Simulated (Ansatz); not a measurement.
Ideal-gas functions of BrClGe, SMILES `[Cl][Ge][Br]` at 600 K and 1 bar, from an Ansatz frequency run at PBE0-D4/def2-TZVP.

Molar mass 187.97 g/mol, point group Cs (symmetry number 1), electronic degeneracy 1, moments of inertia 82.615, 334.184, 416.799 u Å². Harmonic wavenumbers (cm⁻¹, unscaled): 131, 289, 398.

Use S(trans) = R[1.5 ln M + 2.5 ln T − 1.1517]; rotational temperatures θ = 24.2544 K / I; S(rot) = R[ln(√π/σ · √(T³/θAθBθC)) + 1.5]; for each mode x = 1.438777 ν̃/T, S = R[x/(eˣ − 1) − ln(1 − e⁻ˣ)] and H = RT x/(eˣ − 1); 1 cm⁻¹ = 0.0119627 kJ/mol; R = 8.31446 J/(mol·K).

Problem. By hand: the entropy, in J/(mol·K).

Solution. Translation 188.7. Rotation: θ = 0.2936, 0.0726, 0.0582 K, giving 124.8. Vibration, mode by mode: 17.98, 11.53, 9.01, in all 38.5. Electronic 0.0. Sum 352.0 J/(mol·K).

Problem. By hand: H − E and G − E in kJ/mol, counted from the electronic energy.

Solution. Zero-point energy ½ × 818 × 0.0119627 = 4.9; thermal vibration 10.7; translation, rotation and pV give 4 RT = 20.0. H − E = 35.6 kJ/mol, and G − E = 35.6 − 600 × 352.0/1000 = -175.6 kJ/mol.

Vibration gives 11 % of the entropy, 18.0 J/(mol·K) of it from the mode under 150 cm⁻¹: soft modes count most, and the harmonic formula is weakest for them.
